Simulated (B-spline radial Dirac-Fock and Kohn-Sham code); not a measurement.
## Anomalous scattering factors of Cs, 1.621 keV to 8.0478 keV

Calculated with a B-spline atomic structure program, using the dispersion relation over Dirac-Hartree-Slater subshell photoionisation cross sections, with the Kissel-Pratt high-energy constant (isolated atom, no bound-bound lines or fine structure). The forward scattering factor is f₀ + f′ + i f″.

Input file task.json (cfg lists n, l and occupation; rrms is the nuclear radius in fm):

```json
{"items": [{
  "Z": 55,
  "q": 0,
  "cfg": [[1, 0, 2], [2, 0, 2], [2, 1, 6], [3, 0, 2], [3, 1, 6], [3, 2, 10], [4, 0, 2], [4, 1, 6], [4, 2, 10], [5, 0, 2], [5, 1, 6], [6, 0, 1]],
  "A": 133,
  "rrms": 4.8041,
  "do": "dispersion",
  "hv": [525.2, 569.1, 611.7, 706.6, 790.7, 1000.0, 1053.0, 1253.6, 1289.0, 1486.9, 1512.0, 1536.0, 1621.0, 1723.0, 1934.0, 2000.0, 2406.0, 2984.4, 3248.0, 4000.0, 4510.9, 4575.0, 5414.7, 5462.0, 5569.0, 6000.0, 6403.9, 6930.3, 8047.8, 9251.7, 10130.0, 12000.0, 12940.0, 13100.0, 15000.0, 17479.3, 18970.0, 19180.0, 22162.9, 24209.8, 25520.0, 30000.0, 40000.0, 56110.0],
  "edges": {"K": 35985.0, "L1": 5714.0, "L2": 5359.0, "L3": 5012.0, "M1": 1211.0, "M2": 1071.0, "M3": 1003.0, "M4": 740.5, "M5": 726.6, "N1": 232.3, "N2": 172.4, "N3": 161.3, "N4": 79.8, "N5": 77.5}
}]}
```

Launch: `python xray2_run.py task.json out`

Edges near this range: L1 5714.0 eV, L2 5359.0 eV, L3 5012.0 eV, M1 1211.0 eV.

| hν (eV) | λ (Å) | f′ (e) | f″ (e) | tabulated f′ | tabulated f″ |
| --- | --- | --- | --- | --- | --- |
| 1621 | 7.649 | -6.677 | 18.547 | -6.91 | 17.67 |
| 1723 | 7.196 | -6.027 | 17.124 | -6.20 | 16.29 |
| 1934 | 6.411 | -5.178 | 14.663 | -5.30 | 13.88 |
| 2000 | 6.199 | -5.008 | 14.005 | -5.16 | 13.26 |
| 2406 | 5.153 | -4.533 | 10.815 | -4.63 | 10.28 |
| 2984.4 | 4.154 | -4.732 | 7.903 | -4.82 | 7.68 |
| 3248 | 3.817 | -5.005 | 6.963 | -5.08 | 6.68 |
| 4000 | 3.100 | -6.314 | 5.065 | -6.42 | 4.78 |
| 4510.9 | 2.749 | -8.049 | 4.200 | -8.15 | 3.93 |
| 4575 | 2.710 | -8.386 | 4.108 | -8.48 | 3.85 |
| 5414.7 | 2.290 | -10.389 | 12.816 | -10.86 | 12.73 |
| 5462 | 2.270 | -9.509 | 12.685 | -9.85 | 12.53 |
| 5569 | 2.226 | ? | ? | ? | ? |
| 6000 | 2.066 | -5.176 | 12.666 | -5.18 | 12.36 |
| 6403.9 | 1.936 | -3.343 | 11.458 | -3.38 | 11.23 |
| 6930.3 | 1.789 | -2.024 | 10.122 | -2.05 | 9.97 |
| 8047.8 | 1.541 | -0.705 | 7.971 | -0.73 | 7.87 |

Question: What are f′ and f″ at 5569 eV?

Answer: f′ = -8.395 and f″ = 12.311 electrons (tables: -8.73 and 12.08). By the optical theorem f″ corresponds to a photoabsorption cross section 2 rₑ λ f″ = 154000 b.

Tabulated f′: xraylib 4.2 anomalous scattering factors (Cullen et al., EPDL97); f″: Chantler's tables (J. Phys. Chem. Ref. Data 1995 and 2000). Both are theoretical tables.
